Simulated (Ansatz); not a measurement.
A nudged elastic band was laid between two geometries of AlH3O + H4Sn (10 atoms, charge 0, multiplicity 1).

Computed with Ansatz 0.2.0, RHF/def2-SVP.

```
movable images  : 9
climbing image  : yes
spring          : 5.0 eV/Å²
optimiser       : quadratic models (default)
start path      : through a guess of the saddle point
force threshold : 0.03 eV/Å
iteration limit : 60
end points      : relaxed
```

First end point:

```xyz
10
Properties=species:S:1:pos:R:3
Sn 0.516 0.279 -0.188
H 0.722 -0.322 1.400
H 2.068 0.726 -0.776
H -0.472 1.669 -0.192
H -0.107 -0.931 -1.219
O -2.414 -0.688 1.084
Al -3.881 -1.087 0.326
H -4.964 -1.912 1.121
H -4.069 -0.596 -1.152
H -2.133 -0.874 1.964
```

Last end point:

```xyz
10
Properties=species:S:1:pos:R:3
Sn -0.223 0.013 -0.980
H -0.383 0.148 3.369
H 0.946 -0.987 -0.241
H -0.084 1.634 -0.462
H -0.169 -0.103 -2.683
O -1.974 -0.631 -0.414
Al -3.469 -1.213 0.074
H -4.045 -2.535 -0.569
H -4.289 -0.431 1.175
H -1.044 0.366 3.098
```

Q: What changes between the two ends?

A: Bonds broken: Sn1–H2, O6–H10. Bonds formed: Sn1–O6, H2–H10. AlH3O + H4Sn becomes AlH5OSn + H2.

Q: Give the energies along the band, and the barrier.

A: It converged. The highest image is number 5 of 0 to 10, 50.9 kcal/mol above the first end and 47.8 kcal/mol above the last; the last end lies 3.0 kcal/mol above the first. Neighbouring images differ by up to 2.0 eV, so the band resolves the path poorly. A vibrational analysis at the climbing image gives 2 clearly imaginary modes (1799i, 113i cm⁻¹): a point of higher order, so a lower path passes nearby. The orbitals stay closed-shell, which can raise the energy where a bond breaks towards radicals; this wasn't checked here.

| image | path coordinate (Å) | energy (kcal/mol) | Sn1–H2 (Å) | O6–H10 (Å) | Sn1–O6 (Å) |
| --- | --- | --- | --- | --- | --- |
| 0 | 0.00 | 0.0 | 1.71 | 0.94 | 3.34 |
| 1 | 1.54 | 0.3 | 1.71 | 0.94 | 3.43 |
| 2 | 3.09 | 1.0 | 1.70 | 0.94 | 3.71 |
| 3 | 4.63 | 1.9 | 1.71 | 0.94 | 4.05 |
| 4 | 6.18 | 8.1 | 1.72 | 0.94 | 3.17 |
| 5 | 7.73 | 50.9 | 2.13 | 1.17 | 2.15 |
| 6 | 9.34 | 4.3 | 3.36 | 2.56 | 1.96 |
| 7 | 10.96 | 3.1 | 4.55 | 3.43 | 1.95 |
| 8 | 12.57 | 3.0 | 4.94 | 3.66 | 1.95 |
| 9 | 14.19 | 3.1 | 4.87 | 3.86 | 1.95 |
| 10 | 15.80 | 3.0 | 4.35 | 3.77 | 1.95 |

Q: What is the geometry of the highest image?

A: 
```xyz
10
Properties=species:S:1:pos:R:3
Sn -0.013 0.027 -0.233
H -0.142 -0.905 1.683
H 0.705 1.363 0.541
H -0.802 0.632 -1.647
H 1.006 -1.243 -0.729
O -1.927 -0.575 0.532
Al -3.637 -0.688 0.339
H -4.220 -1.837 -0.561
H -4.547 0.357 1.082
H -1.158 -0.868 1.359
```

Run time: 18 min on 1 thread of Arm Neoverse V1, with other jobs on the host, peak memory 0.18 GiB.
